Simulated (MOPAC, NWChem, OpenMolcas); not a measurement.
# C2H4BCl (SMILES C=CBCl): the HOMO–LUMO gap, rung by rung

C2H4BCl: 8 atoms, total charge 0, spin state singlet. SMILES: `C=CBCl`. The coordinates come from a PBE0-D4/def2-TZVP relaxation. This is one conformer, not always the lowest.

Each level gives the HOMO–LUMO gap (eV). The values are calculated.

| level | kind | program | value (eV) | CPU time |
| --- | --- | --- | --- | --- |
| PM7 | semi-empirical | MOPAC | 9.34 | under 2 s |
| HF/def2-SVPD | Hartree–Fock | NWChem | 12.51 | 71 s |
| SVWN5/def2-SVPD | LDA | OpenMolcas | 3.89 | 62 s |
| revPBE/def2-SVPD | GGA | OpenMolcas | 4.11 | 78 s |
| TPSS/def2-SVPD | meta-GGA | OpenMolcas | 4.38 | 1.7 min |
| B3LYP/def2-SVPD | global hybrid | OpenMolcas | 5.96 | 77 s |
| M06-2X/def2-SVPD | hybrid meta-GGA | NWChem | 8.54 | 100 s |
| B2PLYP/def2-SVPD | double hybrid | OpenMolcas | 8.69 | 59 s |

The values span 3.89 to 12.51 eV. Orbital gaps aren't excitation energies, and those of double hybrids come from the SCF part alone; they tend to grow with the share of exact exchange. Times are those of the runs behind each value, whatever else they computed, on shared processors of several kinds: orders of magnitude only.
